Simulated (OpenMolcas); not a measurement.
Pr4+: ligand-field states by method

Pr4+ with 8 ligands (fluoride) in square antiprismatic coordination (D4d) at 2.27 Å, a polar angle of 62.5° against the regular 57.3°. A charge of +0.5 e stands 2.6 Å behind each ligand. Ligand basis ANO-RCC-VDZP.
```
Pr    0.0000    0.0000    0.0000
F     1.8595    0.7702    1.0497
F    -0.7702    1.8595    1.0497
F    -1.8595   -0.7702    1.0497
F     0.7702   -1.8595    1.0497
F     1.8595   -0.7702   -1.0497
F     0.7702    1.8595   -1.0497
F    -1.8595    0.7702   -1.0497
F    -0.7702   -1.8595   -1.0497
```

| Property | Result |
| --- | --- |
| Program | OpenMolcas 26.06 |
| Basis | ANO-RCC-VDZP [7s6p4d2f1g] |
| Scalar Hamiltonian | DKH2, point nucleus |
| Active space | 1 electron in 7 orbitals (4f) |
| State averaging | 2S+1 = 2 odd, 7 roots |
| Spin-orbit coupling | state interaction with AMFI integrals over the reference wave functions |

I. CASSCF
II. SS-CASPT2, IPEA 0.25 Eh, imaginary shift 0.1 Eh (closed shells correlated: 5s 5p and the ligand valence shells)

Spin-free states in cm-1, each column counted from its own energy of the first state listed:

```tsv
State	Degeneracy	I	II
2S+1 = 2	2	0	0
2S+1 = 2	1	380	660
2S+1 = 2	2	1092	1290
2S+1 = 2	2	1114	1430
```

From I to II, I's first state of the same spin (2S+1 = 2) moves from 380 to 660 cm-1, by about +280 cm-1.

With spin-orbit coupling the lowest J multiplet is 935 (I), 1050 (II) cm-1 wide, a factor of 1.12 from I to II.

χT at 300 K: I 0.64, II 0.61 cm3 K/mol.

Over all roots computed the reference weight is 0.66 in II; a low but even weight reflects the number of correlated electrons. Splittings of an f shell from a small cluster at a set distance can be off by tens of per cent, mostly too small (holds for II). No measured value stands beside these numbers; the geometry is a model, was not optimised and need not be the one that this ion takes.
